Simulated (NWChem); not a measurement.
System: CH₃ITe; SMILES [Te](C)I

The following NWChem deck was run.

```
start job
memory heap 200 mb stack 900 mb global 1100 mb
geometry units angstroms noautoz
  Te    -0.312379     1.204839     0.000000
  I     -0.059003    -1.525212     0.000000
  C      1.820379     1.628859     0.000000
  H      1.907580     2.733715     0.000000
  H      2.281173     1.211551    -0.912626
  H      2.281173     1.211551     0.912626
end
basis spherical
  * library def2-svp
end
ecp
  Te library def2-ecp
  I library def2-ecp
end
dft
  xc hfexch
  iterations 150
  vectors input atomic output neutral.movecs
end
task dft energy
charge 1
dft
  odft
  mult 2
  vectors input atomic output cation.movecs
end
task dft energy
```

NWChem printed, in part:

```
             Northwest Computational Chemistry Package (NWChem) 7.3.0
             --------------------------------------------------------

 CS  symmetry detected

                             Geometry "geometry" -> ""
                             -------------------------

 Output coordinates in angstroms (scale by  1.889725989 to convert to a.u.)

  No.       Tag          Charge          X              Y              Z
 ---- ---------------- ---------- -------------- -------------- --------------
    1 Te                  52.0000    -0.31654023     1.22804213     0.00000000
    2 I                   53.0000    -0.01547409    -1.49716190     0.00000000
    3 C                    6.0000     1.80847876     1.68928386     0.00000000
    4 H                    1.0000     1.87635048     2.79549551     0.00000000
    5 H                    1.0000     2.27649803     1.28009559    -0.91262600
    6 H                    1.0000     2.27649803     1.28009559     0.91262600

 Effective nuclear repulsion energy (a.u.)     714.4741301811

      Symmetry information
      --------------------

 Group name             Cs
 Group number              2
 Group order               2
 No. of unique centers     5

 Summary of "ao basis" -> "ao basis" (spherical)
 ------------------------------------------------------------------------------
       Tag                 Description            Shells   Functions and Types
 ---------------- ------------------------------  ------  ---------------------
 Te                         def2-svp                10       26   4s4p2d
 I                          def2-svp                10       26   4s4p2d
 C                          def2-svp                 6       14   3s2p1d
 H                          def2-svp                 3        5   2s1p

      Symmetry analysis of basis
      --------------------------

        a'         55
        a"         26

            General Information
            -------------------
          SCF calculation type: DFT
          Wavefunction type:  closed shell.
          No. of atoms     :     6
          No. of electrons :    58
           Alpha electrons :    29
            Beta electrons :    29
          Charge           :     0
          Spin multiplicity:     1
          Use of symmetry is: on ; symmetry adaption is: on
          Maximum number of iterations: 150
          AO basis - number of functions:    81
                     number of shells:    35
          Convergence on energy requested:  1.00D-06
          Convergence on density requested:  1.00D-05
          Convergence on gradient requested:  5.00D-04

              XC Information
              --------------
                     Hartree-Fock (Exact) Exchange  1.000

      Superposition of Atomic Density Guess
      -------------------------------------

 Sum of atomic energies:        -697.47348583

      Non-variational initial energy
      ------------------------------

 Total energy =    -603.444704
 1-e energy   =   -1446.730388
 2-e energy   =     637.438357
 HOMO         =      -0.216631
 LUMO         =      -0.082756

      Symmetry analysis of molecular orbitals - initial
      -------------------------------------------------

  Numbering of irreducible representations:

     1 a'          2 a"

  Orbital symmetries:

     1 a'          2 a'          3 a'          4 a'          5 a'
     6 a"          7 a'          8 a'          9 a"         10 a'
    11 a'         12 a"         13 a'         14 a"         15 a'
    16 a'         17 a"         18 a'         19 a"         20 a'
    21 a'         22 a'         23 a'         24 a"         25 a'
    26 a'         27 a"         28 a'         29 a"         30 a'
    31 a'         32 a'         33 a'         34 a"         35 a'
    36 a'         37 a'         38 a"         39 a'

   convergence    iter        energy       DeltaE   RMS-Dens  Diis-err
 ---------------- ----- ----------------- --------- --------- ---------
 d= 0,ls=0.0,diis     1   -603.2244032511 -8.09D+02  5.02D-03  1.07D-01
 d= 0,ls=0.0,diis     2   -603.2448047921 -2.04D-02  1.86D-03  1.47D-02
 d= 0,ls=0.0,diis     3   -603.2472759587 -2.47D-03  5.65D-04  1.57D-03
 d= 0,ls=0.0,diis     4   -603.2476152860 -3.39D-04  1.19D-04  3.10D-05
 d= 0,ls=0.0,diis     5   -603.2476261098 -1.08D-05  4.78D-05  3.00D-06
  Resetting Diis
 d= 0,ls=0.0,diis     6   -603.2476274458 -1.34D-06  1.88D-05  3.43D-07
 d= 0,ls=0.0,diis     7   -603.2476276313 -1.85D-07  4.40D-06  3.12D-08

         Total DFT energy =     -603.247627631292
      One electron energy =    -1447.792532213839
           Coulomb energy =      685.866252624764
    Exchange-Corr. energy =      -47.168675164430
 Nuclear repulsion energy =      205.847327122213

 Numeric. integr. density =        0.000000000000

                  Occupations of the irreducible representations
                  ----------------------------------------------

                     irrep           alpha         beta
                     --------     --------     --------
                     a'               20.0         20.0
                     a"                9.0          9.0

                       DFT Final Molecular Orbital Analysis
                       ------------------------------------

 Vector   27  Occ=2.000000D+00  E=-3.936863D-01  Symmetry=a"
              MO Center= -6.8D-02, -8.2D-01,  4.5D-13, r^2= 3.3D+00
   Bfn.  Coefficient  Atom+Function         Bfn.  Coefficient  Atom+Function
  ----- ------------  ---------------      ----- ------------  ---------------
    39      0.516552  2 I  pz                42      0.462135  2 I  pz
    13      0.273462  1 Te pz                16      0.238488  1 Te pz
    36     -0.210025  2 I  pz                33     -0.171514  2 I  pz
    10     -0.108017  1 Te pz                 7     -0.085162  1 Te pz
    58     -0.053645  3 C  pz                72      0.047357  5 H  s

 Vector   28  Occ=2.000000D+00  E=-3.663564D-01  Symmetry=a'
              MO Center=  5.6D-02, -1.0D+00, -4.6D-13, r^2= 3.4D+00
   Bfn.  Coefficient  Atom+Function         Bfn.  Coefficient  Atom+Function
  ----- ------------  ---------------      ----- ------------  ---------------
    37      0.558337  2 I  px                40      0.533167  2 I  px
    34     -0.227741  2 I  px                31     -0.185681  2 I  px
    11     -0.168257  1 Te px                56      0.139388  3 C  px
     4      0.125706  1 Te s                 55     -0.123492  3 C  s
    59      0.112790  3 C  px                 3      0.100030  1 Te s

 Vector   29  Occ=2.000000D+00  E=-3.083480D-01  Symmetry=a"
              MO Center= -2.1D-01,  5.7D-01, -1.2D-16, r^2= 3.9D+00
   Bfn.  Coefficient  Atom+Function         Bfn.  Coefficient  Atom+Function
  ----- ------------  ---------------      ----- ------------  ---------------
    13      0.528804  1 Te pz                16      0.524901  1 Te pz
    42     -0.333839  2 I  pz                39     -0.316531  2 I  pz
    10     -0.206504  1 Te pz                 7     -0.161934  1 Te pz
    36      0.128560  2 I  pz                33      0.104350  2 I  pz
    73      0.070962  5 H  s                 78     -0.070962  6 H  s

 Vector   30  Occ=0.000000D+00  E= 1.532353D-02  Symmetry=a'
              MO Center= -2.0D-01,  2.8D-01, -6.3D-16, r^2= 5.3D+00
   Bfn.  Coefficient  Atom+Function         Bfn.  Coefficient  Atom+Function
  ----- ------------  ---------------      ----- ------------  ---------------
    15      0.837536  1 Te py                41      0.707796  2 I  py
    12      0.399243  1 Te py                30      0.346321  2 I  s
    38      0.319887  2 I  py                 4     -0.243761  1 Te s
     3     -0.197294  1 Te s                  9     -0.172978  1 Te py
    55     -0.167769  3 C  s                 29      0.158928  2 I  s

 Vector   31  Occ=0.000000D+00  E= 1.078139D-01  Symmetry=a'
              MO Center=  3.4D-01,  1.3D+00,  1.6D-15, r^2= 5.2D+00
   Bfn.  Coefficient  Atom+Function         Bfn.  Coefficient  Atom+Function
  ----- ------------  ---------------      ----- ------------  ---------------
    55      1.671165  3 C  s                 14     -1.091677  1 Te px
     4     -0.712084  1 Te s                 59     -0.553817  3 C  px
    68     -0.446551  4 H  s                 73     -0.393325  5 H  s
    78     -0.393325  6 H  s                 56     -0.251509  3 C  px
    11     -0.243267  1 Te px                41      0.200766  2 I  py

 Vector   32  Occ=0.000000D+00  E= 1.943478D-01  Symmetry=a'
              MO Center=  1.8D+00,  1.9D+00,  2.2D-14, r^2= 5.5D+00
   Bfn.  Coefficient  Atom+Function         Bfn.  Coefficient  Atom+Function
  ----- ------------  ---------------      ----- ------------  ---------------
    55      2.316183  3 C  s                 68     -1.461996  4 H  s
    73     -1.097681  5 H  s                 78     -1.097681  6 H  s
    59      0.706238  3 C  px                14      0.412966  1 Te px
     3      0.381136  1 Te s                 60      0.375633  3 C  py
    29      0.239368  2 I  s                 56      0.232578  3 C  px

     Multipole analysis of the density
     ---------------------------------

     L   x y z        total         alpha         beta         nuclear
     -   - - -        -----         -----         ----         -------
     0   0 0 0      0.000000    -29.000000    -29.000000     58.000000

     1   1 0 0      0.469433     -8.549109     -8.549109     17.567651
     1   0 1 0      0.837216     -6.701268     -6.701268     14.239753
     1   0 0 1     -0.000000     -0.000000     -0.000000      0.000000

[...]
```

Level: Hartree-Fock/def2-SVP with def2 effective core potentials on Te, I, vertical spin-unrestricted ions. Structure relaxed at the PBE-D3(BJ)/def2-SVP level. def2 effective core potentials on Te, I; no spin-orbit coupling.
